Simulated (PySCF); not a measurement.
Compound: aminodimethylborane, C2H8BN.
InChI=1S/C2H8BN/c1-3(2)4/h4H2,1-2H3

Torsions of this conformer, `[CH3:1][B:2]([CH3:3])[NH2:4]`: H–N4–B2–C1 180°, H–N4–B2–C1 -1°.

The closed-shell ground state was solved at several levels (PySCF, density fitting, gas phase, non-relativistic). Isolated species at its PBE0-D3(BJ)/def2-SVP geometry, gas phase.

```
              level  basis functions  HOMO (eV)  LUMO (eV)  gap (eV)  dipole (D)
CAM-B3LYP/def2-SVPD              144      -9.58       0.87     10.45        1.24
          PBE/pcJ-1              188      -6.64       0.28      6.92        1.47
      B3LYP/cc-pVTZ              232      -7.80       0.74      8.54        1.35
          LDA/pcJ-1              188      -6.79       0.08      6.87        1.45
    B3LYP/def2-TZVP              172      -7.83       0.48      8.31        1.30
         PBE0/pcJ-1              188      -8.04       1.30      9.34        1.41
          KT2/pcJ-1              188      -6.70       0.25      6.95        1.44
           HF/pcJ-1              188     -11.45       4.23     15.68        1.30
```

(1) What might PBE0/pcSseg-1 (108 basis functions) give for the same quantities?

(2) Over all these levels, which gives the widest orbital gap and which the narrowest?

(3) In the pcJ-1 basis, how does the gap go with the fixed share of exact exchange?

(4) How far do the dipole and the HOMO energy spread over the levels?

## Answers

(1) HOMO -8.06 eV, LUMO 1.30 eV, gap 9.36 eV, dipole 1.38 D.

(2) HF/pcJ-1 (Hartree–Fock, all exact exchange) has the widest, 15.68 eV, and LDA/pcJ-1 (LDA) the narrowest, 6.87 eV. The two share the basis. From the narrowest to the widest the HOMO moves by -4.66 eV and the LUMO by +4.15 eV. The HOMO need not be the same orbital at Hartree–Fock and at DFT levels.

(3) LDA (0 %) 6.87 eV; PBE (0 %) 6.92 eV; KT2 (0 %) 6.95 eV; PBE0 (25 %) 9.34 eV; HF (100 %) 15.68 eV. Each rise in the share widens the gap here.

(4) The dipole runs from 1.24 to 1.47 D (mean 1.37 D) and the HOMO from -11.45 to -6.64 eV.
